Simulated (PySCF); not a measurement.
Species: C6H6BF2N.
Atom-mapped SMILES: `[NH2:1][c:2]1[cH:3][cH:4][c:5]([B:6]([F:7])[F:8])[cH:9][cH:10]1` (hydrogens: H11, H12 on N1; H13 on C3; H14 on C4; H15 on C9; H16 on C10)

Linear response at wB97X-D/def2-SVPD (PySCF, frozen core in the response, non-relativistic). Geometry: PBE0-D3(BJ)/def2-SVP; no solvent, vibrations or thermal averaging.

Static isotropic polarisability: 94.50 au (14.00 Å³), principal values 55.0, 93.4, 135.0 au.

**Question.** What is the polarisability at 1064 nm and at the sodium D line?

**Answer.** 95.96 au at 1064 nm (+1.5 %), 99.69 au at 589.3 nm (+5.5 %). The rise at 589.3 nm is 3.55 times that at 1064 nm; a pure ω² law gives 3.26. The lowest singlet lies at 252 nm, shorter than both wavelengths.

**Question.** What is the isotropic C6 coefficient between two such molecules, C6 = (3/π)∫α(iω)² dω?

**Answer.** 3305 au (Eh·bohr⁶) by a ten-point quadrature over imaginary frequencies, which is 1980 eV·Å⁶ or 191 J·nm⁶/mol.

**Question.** Which effective excitation energy ω̄ makes London's formula C6 = (3/4)α²ω̄ exact here?

**Answer.** ω̄ = 4·C6/(3α²) = 0.494 Eh = 13.4 eV. A one-pole form α(ω) = α/(1 − ω²/ω̄²) fitted to the 1064 nm value gives 9.4 eV.

**Question.** What does −C6/R⁶ come to at R = 12 Å between centres?

**Answer.** -64 J/mol. This is the leading, orientation-averaged term; C8 and higher terms are left out.

**Question.** The lowest 6 singlets have (eV, f): 4.92, 0.013; 5.14, 0.384; 6.17, 0.004; 6.19, 0.224; 6.85, 0.175; 6.86, 0.448. What share of the static polarisability do they carry in the sum over states α = Σ f/ω²?

**Answer.** 25.36 au, 26.8 % of α; the largest term, 10.76 au, is that of the state at 5.14 eV. Their oscillator strengths add up to 1.25. Higher states carry the rest.

**Question.** What n − 1 at the D line would an ideal gas of it have at 273.15 K and 1 atm (2.6868 × 10¹⁹ cm⁻³), by n − 1 = 2π·N·α′?

**Answer.** 24.94 × 10⁻⁴, a formal value whether or not that pressure can be reached.

**Question.** What three-body coefficient follows from the one-pole estimate C9 = (3/4)·α·C6?

**Answer.** 234000 au. This is an estimate from the two numbers above, not a computed integral.

**Question.** How anisotropic is the static polarisability, by Δα² = ½[(α1 − α2)² + (α2 − α3)² + (α3 − α1)²]?

**Answer.** Δα = 69.3 au, or 0.73 of the isotropic value.

Conformer computed: `[NH2:1][c:2]1[cH:3][cH:4][c:5]([B:6]([F:7])[F:8])[cH:9][cH:10]1`: C4–C5–B6–F7 179°, H–N1–C2–C3 -165°, H–N1–C2–C3 -18°.

wB97X-D is run here without its empirical dispersion term; that term would change no orbital, density or response property at a fixed geometry.
